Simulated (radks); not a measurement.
Results of a calculation; reference values are marked as such.
The bismuth ion Bi2+ inside a hard spherical wall (all orbitals vanish at R), configuration held at [Hg] 6p1 and not refilled when levels cross. Code: a radial shooting solver on a logarithmic mesh with Libxc functionals. Model: scalar-relativistic Kohn-Sham, LDA (Slater exchange, VWN5 correlation), spin-polarised, spherical densities, finite nucleus; open shells are filled with parallel spins first (spin-orbit coupling, left out, can overturn this in heavy ions); Fermi nuclear charge, rms radius 5.5211 fm. Eigenvalues in eV for spin up, with the zero of energy where the potential of the charges vanishes at infinity; a dash marks a level that is unbound or too diffuse for the functional's potential to be trusted. A positive occupied level is held by the wall or, in an anion where self-interaction has pushed it up, behind a barrier. The pressure on the wall is -dE/dV.

R (bohr)	E (hartree)	kinetic (hartree)	e(5p)	e(5d)	e(6s)	e(6p)	e(7s, empty)	e(6d, empty)	pressure (GPa)
free	-21512.0052	24374.549	-113.65	-44.796	-31.385	-19.876	-10.074	-9.092	0
15	-21512.0052	24374.549	-113.65	-44.796	-31.385	-19.876	-10.074	-9.092	< 0.0001
10	-21512.0052	24374.549	-113.65	-44.796	-31.385	-19.876	-10.034	-9.071	< 0.0001
6	-21512.0012	24374.591	-113.52	-44.672	-31.284	-19.701	-7.140	-7.662	0.491
5	-21511.9794	24374.769	-113.10	-44.274	-30.925	-19.019	-1.993	-5.129	4.45
4	-21511.8395	24375.685	-111.50	-42.792	-29.229	-15.964	12.949	2.375	45.7
2.5	-21508.4188	24392.362	-95.967	-27.479	-2.247	23.101	129.32	64.627	3110
1.5	-21459.7357	24575.925	-7.043	79.728	238.76	308.44	717.14	398.28	172000
